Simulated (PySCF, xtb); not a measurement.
CaCl, SMILES [Cl][Ca+], charge +1.

Harmonic wavenumbers (cm⁻¹) from xtb with GFN2-xTB at its own minimum, in rising order: 336.

What does PBE0-D3(BJ)/def2-TZVPD (PySCF) give at its own minimum? (The exact figures need the calculation; the answer reports its results.)

454. Paired by order, the mean absolute difference is 119 cm⁻¹ and the zero-point energies are 0.5 and 0.6 kcal/mol.
